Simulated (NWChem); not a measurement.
Species: K cation

All runs: NWChem. Pople sets run with spherical d functions. Static field.

**Question.** What does the run give for LC-BLYP (range parameter 0.33 per bohr)/6-31+G*? Quantities: isotropic polarisability (bohr³); anisotropy (bohr³).

**Answer.** 
```
Quantity                          Value
--------------------------------  -----
isotropic polarisability (bohr³)    4.4
anisotropy (bohr³)                  0.0
```
